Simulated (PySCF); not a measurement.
Ligands exchanged one at a time, In F-NH2. All species are isolated molecules in the gas phase. One relaxed conformer stands for each flexible species; it need not be the lowest. Strings in code marks are SMILES.

The LUMO from two functionals at the same geometries (r2SCAN-D4/def2-TZVP), both in PySCF: PBE-D3(BJ)/def2-TZVP and r2SCAN-D4/def2-TZVP. 

```tsv
species	PBE-D3(BJ)/def2-TZVP (eV)	r2SCAN-D4/def2-TZVP (eV)
0 of 3 F replaced by NH2 (`[F][In]([F])[F]`)	-4.40	-4.17
1 of 3 F replaced by NH2	-3.23	-2.99
3 of 3 F replaced by NH2 (`[NH2][In]([NH2])[NH2]`)	-1.57	-1.26
```

Over these rows, drawn at random from the members with no instability flagged (it was tested for open shells, ions and some series alone), PBE minus r2SCAN-D4: mean -0.26 eV, from -0.31 eV to -0.23 eV.
